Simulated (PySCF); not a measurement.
First SCF of a structure search on sextet HCoN, at a hand-made linear geometry. PySCF input:

```python
from pyscf import gto, scf, dft
mol = gto.M(atom='''
Co     0.000000     0.000000     0.000000
N      0.000000     0.000000    -1.630000
H      0.000000     0.000000     1.430000''',
    basis={'Co': 'def2-TZVP', 'N': 'def2-TZVP', 'H': 'def2-TZVP'},
    charge=0, spin=5)
mf = dft.UKS(mol, xc='PBE0')
mf.grids.atom_grid = (50, 194)
aux = {'Co': 'def2-universal-JKFIT', 'N': 'def2-universal-JKFIT', 'H': 'def2-universal-JKFIT'}
mf = mf.density_fit(auxbasis=aux)
mf.conv_tol = 1e-08
mf.diis_space = 10
mf.max_cycle = 60
mf.init_guess = 'minao'
mf.verbose = 4
mf.kernel()
```

Excerpt of the output (cycles alone):

```
init E= -1436.78006773822
cycle= 1 E= -1421.66782777041  delta_E= 15.1  |g|= 5.62  |ddm|= 47.1
cycle= 2 E= -1401.68781895196  delta_E=   20  |g|= 10.8  |ddm|= 45.7
cycle= 3 E= -1425.73409085083  delta_E=  -24  |g|= 6.88  |ddm|= 6.03
cycle= 4 E= -1429.42576889702  delta_E= -3.69  |g|= 5.89  |ddm|= 3.15
cycle= 5 E= -1430.77545183874  delta_E= -1.35  |g|= 5.13  |ddm|= 0.718
cycle= 6 E= -1436.69446350794  delta_E= -5.92  |g|= 1.87  |ddm|= 2.47
cycle= 7 E= -1437.11608534182  delta_E= -0.422  |g|= 1.23  |ddm|=  1.2
cycle= 8 E= -1437.49241787975  delta_E= -0.376  |g|= 0.834  |ddm|= 0.498
cycle= 9 E= -1437.62886817775  delta_E= -0.136  |g|= 0.34  |ddm|= 0.261
cycle= 10 E= -1437.65939409472  delta_E= -0.0305  |g|= 0.168  |ddm|= 0.245
cycle= 11 E= -1437.6678126446  delta_E= -0.00842  |g|= 0.0479  |ddm|= 0.0763
cycle= 12 E= -1437.66861577301  delta_E= -0.000803  |g|= 0.0227  |ddm|= 0.0346
cycle= 13 E= -1437.66888400051  delta_E= -0.000268  |g|= 0.00788  |ddm|= 0.0342
cycle= 14 E= -1437.66891618903  delta_E= -3.22e-05  |g|= 0.00258  |ddm|= 0.00633
cycle= 15 E= -1437.66892082855  delta_E= -4.64e-06  |g|= 0.00054  |ddm|= 0.00351
cycle= 16 E= -1437.66892112926  delta_E= -3.01e-07  |g|= 0.000139  |ddm|= 0.00114
cycle= 17 E= -1437.66892114649  delta_E= -1.72e-08  |g|= 2.13e-05  |ddm|= 0.000239
cycle= 18 E= -1437.66892114715  delta_E= -6.66e-10  |g|= 4.02e-06  |ddm|= 5.02e-05
Extra cycle  E= -1437.66892114718  delta_E= -2.07e-11  |g|= 6.91e-06  |ddm|= 7.96e-06
converged SCF energy = -1437.66892114718  <S^2> = 8.7694405  2S+1 = 6.0064767
```

This is not the lowest solution: all starts ended here, but a stability analysis within the same unrestricted form found one 0.2 kJ/mol lower, at -1437.66898 Eh.

Open d and f shells are described by one determinant, and the ground state may have another occupation or spin.

The search for the lowest solution, 3 starts and the stability check together, took 22 s on 2 threads of a shared Intel Xeon Platinum 8488C (Sapphire Rapids) host, with 82 basis functions; the process peaked at 0.35 GiB.
